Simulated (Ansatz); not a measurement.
The multiplicity is imposed and other spin states were not computed.

Computed with PBE-D3(BJ)/def2-SVP in Ansatz (a program for electronic structure). No frequencies were computed at this level.

Ansatz 0.2 input:
```yaml
crystal:
  periodic: [false, false, false]
  atoms:
    - { symbol: Pd, position_ang: [0.11813, 0.201399, 0.099019] }
    - { symbol: O, position_ang: [1.490883, 2.609633, 1.267402] }
    - { symbol: C, position_ang: [0.971638, 1.69793, 0.825255] }
basis:
  gaussian: { orbitals: def2-svp }
hamiltonian:
  xc: pbe
  dispersion: d3bj
relax:
  max_steps: 150
```

Output:

```
Functional definition: PBE
585 factors; their error is unknown
mean field evaluation 1: about -6553.7130 eV, gradient 4.8e1 eV
mean field evaluation 2: about -6329.6530 eV, gradient 2.9e2 eV
mean field evaluation 4: about -6556.7396 eV, gradient 3.4e1 eV
mean field evaluation 8: about -6559.0915 eV, gradient 1.7e-1 eV
mean field evaluation 16: about -6559.0787 eV, gradient 9.3e-5 eV
mean field -6559.07869138 eV, -241.0416960051 hartree, gradient 5.4e-5 eV, S^2 0.000000; 0 other end points of the search recorded, 0 dependent functions left out
reference -6559.07873652 eV, -241.0416976637 hartree; 16, 16 occupied and 43, 43 virtual orbitals, 585 factors
relax step   1: F+E_penalty+E_count = -6559.12935465 eV  Δ(F+E_penalty+E_count) = +0.000e0 eV  max|allowed force component| = 2.511e0 eV/Å  Δτ_max = 0.0000 Å  (29 SCF iters, accepted)
these checks for a lower state are left out or cut short: starts, cluster_reference, orbital_swaps, neighbouring_geometries, increment
585 factors; their error is unknown
mean field -6559.11737692 eV, -241.0431176724 hartree, gradient 9.7e-6 eV, S^2 0.000000; 0 other end points of the search recorded, 0 dependent functions left out
reference -6559.11742172 eV, -241.0431193187 hartree; 16, 16 occupied and 43, 43 virtual orbitals, 585 factors
relax step   2: F+E_penalty+E_count = -6559.16799558 eV  Δ(F+E_penalty+E_count) = -3.864e-2 eV  max|allowed force component| = 5.040e-1 eV/Å  Δτ_max = 0.0142 Å  (33 SCF iters, accepted)
these checks for a lower state are left out or cut short: starts, cluster_reference, orbital_swaps, neighbouring_geometries, increment
585 factors; their error is unknown
mean field evaluation 32: about -6559.1222 eV, gradient 1.3e-3 eV
mean field -6559.12223814 eV, -241.0432963190 hartree, gradient 8.1e-6 eV, S^2 0.000000; 0 other end points of the search recorded, 0 dependent functions left out
reference -6559.12228252 eV, -241.0432979499 hartree; 16, 16 occupied and 43, 43 virtual orbitals, 585 factors
relax step   3: F+E_penalty+E_count = -6559.17286785 eV  Δ(F+E_penalty+E_count) = -4.872e-3 eV  max|allowed force component| = 5.194e-2 eV/Å  Δτ_max = 0.0156 Å  (33 SCF iters, accepted)
these checks for a lower state are left out or cut short: starts, cluster_reference, orbital_swaps, neighbouring_geometries, increment
585 factors; their error is unknown
mean field -6559.12202253 eV, -241.0432883955 hartree, gradient 9.5e-6 eV, S^2 0.000000; 0 other end points of the search recorded, 0 dependent functions left out
reference -6559.12206697 eV, -241.0432900284 hartree; 16, 16 occupied and 43, 43 virtual orbitals, 585 factors
relax step   4: F+E_penalty+E_count = -6559.17264417 eV  Δ(F+E_penalty+E_count) = +2.237e-4 eV  max|allowed force component| = 2.081e-1 eV/Å  Δτ_max = 0.0027 Å  (34 SCF iters, rejected (line search))
these checks for a lower state are left out or cut short: starts, cluster_reference, orbital_swaps, neighbouring_geometries, increment
585 factors; their error is unknown
mean field -6559.12232865 eV, -241.0432996452 hartree, gradient 7.9e-6 eV, S^2 0.000000; 0 other end points of the search recorded, 0 dependent functions left out
reference -6559.12237307 eV, -241.0433012773 hartree; 16, 16 occupied and 43, 43 virtual orbitals, 585 factors
relax step   5: F+E_penalty+E_count = -6559.17295653 eV  Δ(F+E_penalty+E_count) = -8.868e-5 eV  max|allowed force component| = 1.795e-2 eV/Å  Δτ_max = 0.0013 Å  (34 SCF iters, accepted)
these checks for a lower state are left out or cut short: starts, cluster_reference, orbital_swaps, neighbouring_geometries, increment
585 factors; their error is unknown
mean field -6559.12234180 eV, -241.0433001284 hartree, gradient 7.9e-6 eV, S^2 0.000000; 0 other end points of the search recorded, 0 dependent functions left out
reference -6559.12238623 eV, -241.0433017611 hartree; 16, 16 occupied and 43, 43 virtual orbitals, 585 factors
relax step   6: F+E_penalty+E_count = -6559.17296869 eV  Δ(F+E_penalty+E_count) = -1.216e-5 eV  max|allowed force component| = 1.703e-4 eV/Å  Δτ_max = 0.0007 Å  (34 SCF iters, accepted)
585 factors; their error is unknown
mean field evaluation 64: about -6552.8736 eV, gradient 5.4e1 eV
mean field -6559.12234180 eV, -241.0433001284 hartree, gradient 1.7e-5 eV, S^2 0.000000; 1 other end points of the search recorded, 0 dependent functions left out
reference -6559.12238623 eV, -241.0433017611 hartree; 16, 16 occupied and 43, 43 virtual orbitals, 585 factors
Total energy: -6559.17301312 eV, -241.0451622651 hartree
Atom 0 at     0.128385     0.219216     0.107702 Å, force     0.000007    -0.000109    -0.000026 eV/Å
Atom 1 at     1.490969     2.609522     1.267407 Å, force     0.000073    -0.000062     0.000013 eV/Å
Atom 2 at     0.961297     1.680224     0.816567 Å, force    -0.000081     0.000171     0.000013 eV/Å
Dipole moment:    -0.240272    -0.421450    -0.204485 e Å
```

Cost: around 7 core-seconds (rough).
